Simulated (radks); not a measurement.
The numbers below are computed, except where a source is named.
Charge is removed step by step from the 6s down level of Gd, starting from [Xe] 4f7 5d1 6s(up 1, down 1). Level of theory: scalar-relativistic Kohn-Sham, PBEsol, spin-polarised, spherical densities, finite nucleus; open shells are filled with parallel spins first (spin-orbit coupling, left out, can overturn this in heavy ions); Fermi nuclear charge, rms radius 5.1569 fm (a radial shooting solver on a logarithmic mesh with Libxc functionals).

| removed (e) | E - E(0) (eV) | eigenvalue (eV) |
|---|---|---|
| 0 | 0.000 | -3.772 |
| 0.25 | 1.079 | -4.864 |
| 0.5 | 2.432 | -5.962 |
| 0.75 | 4.060 | -7.067 |

The mean slope of the eigenvalue, de/dn, is 4.39 eV per electron.
